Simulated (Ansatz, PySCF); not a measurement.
Another site gives an ion 13479.58 eV lower (`O[SiH2]Br`) at the level frozen-core CCSD(T)/def2-TZVPD // CAM-B3LYP-D3(BJ)/def2-TZVPD (Ansatz, a program for electronic structure).

Excitations are Tamm–Dancoff values on a coarser integration grid.

Cartesian coordinates (Å):
```xyz
9

O     -1.8817     0.8783    -0.0946
Si    -0.9302    -0.4702    -0.1149
Ge     1.3872     0.0689    -0.0430
H     -1.8295     1.4865     0.6444
H     -1.2458    -1.3627     1.0272
H     -1.2632    -1.1661    -1.3725
H      1.7084     0.8974     1.2098
H      2.2405    -1.2051     0.0087
H      1.8172     0.8854    -1.2668
```
Charge 0, multiplicity 1.

Q: Estimate the T1 excitation (TDA), S1–T1 gap (TDA) and HOMO that PySCF with CAM-B3LYP-D3(BJ)/def2-TZVPD returns for this input.

A: 
| Property | Value |
|---|---|
| T1 excitation (TDA) | 5.56 eV |
| S1–T1 gap (TDA) | 0.55 eV |
| HOMO | -9.11 eV |
